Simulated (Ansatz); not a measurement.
A nudged elastic band was laid between two geometries of H$_{5}$NSSn (8 atoms, charge 0, multiplicity 1).

Theory: Ansatz 0.2.0, RKS PBE/def2-SVPD.

| Property | Result |
| --- | --- |
| movable images | 7 |
| climbing image | yes |
| spring | 5.0 eV/Å² |
| optimiser | quadratic models (default) |
| start path | through a guess of the saddle point |
| force threshold | 0.03 eV/Å |
| iteration limit | 60 |
| end points | relaxed |

First end point:

```xyz
8
Properties=species:S:1:pos:R:3
N -1.149 0.402 -0.790
Sn 0.553 0.366 0.392
S 1.240 -1.985 0.426
H -1.665 1.288 -0.728
H -0.954 0.225 -1.782
H 0.036 0.927 1.939
H 1.949 1.193 -0.214
H -0.011 -2.417 0.757
```

Last end point:

```xyz
8
Properties=species:S:1:pos:R:3
N -0.988 0.922 -0.922
Sn 0.560 0.370 0.338
S 1.111 -2.040 0.352
H -1.896 0.552 -0.620
H -0.844 0.604 -1.888
H 0.062 0.846 1.917
H 1.983 1.123 -0.263
H 0.012 -2.378 1.086
```

(1) Which bonds break or form, and what moves?

(2) What energy profile does the band end with?

(3) What is the geometry of the highest image?

(4) What are the harmonic wavenumbers there?

Answers

(1) No bond is made or broken. The height of N1 over the plane of its neighbours goes from 0.37 to -0.38 Å.

(2) It converged. The highest image is number 2 of 0 to 8, 0.035 eV above the first end and 0.088 eV above the last; the last end lies 0.053 eV below the first. A vibrational analysis at the climbing image gives one clearly imaginary mode, 339i cm⁻¹: a first-order saddle point.

```json
{"image": "0", "path coordinate (Å)": "0.00", "energy (eV)": "0.000", "height of N1 over the plane of its neighbours (Å)": "0.37"}
{"image": "1", "path coordinate (Å)": "0.31", "energy (eV)": "0.005", "height of N1 over the plane of its neighbours (Å)": "0.35"}
{"image": "2", "path coordinate (Å)": "0.61", "energy (eV)": "0.035", "height of N1 over the plane of its neighbours (Å)": "0.07"}
{"image": "3", "path coordinate (Å)": "0.76", "energy (eV)": "0.019", "height of N1 over the plane of its neighbours (Å)": "-0.09"}
{"image": "4", "path coordinate (Å)": "0.91", "energy (eV)": "-0.019", "height of N1 over the plane of its neighbours (Å)": "-0.25"}
{"image": "5", "path coordinate (Å)": "1.06", "energy (eV)": "-0.043", "height of N1 over the plane of its neighbours (Å)": "-0.36"}
{"image": "6", "path coordinate (Å)": "1.20", "energy (eV)": "-0.049", "height of N1 over the plane of its neighbours (Å)": "-0.38"}
{"image": "7", "path coordinate (Å)": "1.35", "energy (eV)": "-0.052", "height of N1 over the plane of its neighbours (Å)": "-0.39"}
{"image": "8", "path coordinate (Å)": "1.50", "energy (eV)": "-0.053", "height of N1 over the plane of its neighbours (Å)": "-0.38"}
```

(3) 
```xyz
8
Properties=species:S:1:pos:R:3:forces:R:3
N -1.003 0.571 -0.885 0.00 0.00 0.00
Sn 0.584 0.362 0.372 0.00 0.00 0.00
S 1.231 -2.010 0.497 0.00 0.00 0.00
H -1.876 0.999 -0.584 0.00 0.00 0.00
H -0.942 0.432 -1.891 0.00 0.00 0.00
H 0.018 0.948 1.890 0.00 0.00 0.00
H 2.013 1.116 -0.232 0.00 0.00 0.00
H -0.026 -2.418 0.833 0.00 0.00 0.00
```

(4) 339i, 106, 152, 205, 326, 369, 493, 574, 609, 650, 687, 751, 1474, 1852, 1875, 2619, 3525, 3653 cm⁻¹.

The run took 3.6 min on 2 threads of Arm Neoverse V1 (shared host), peak memory 0.16 GiB.
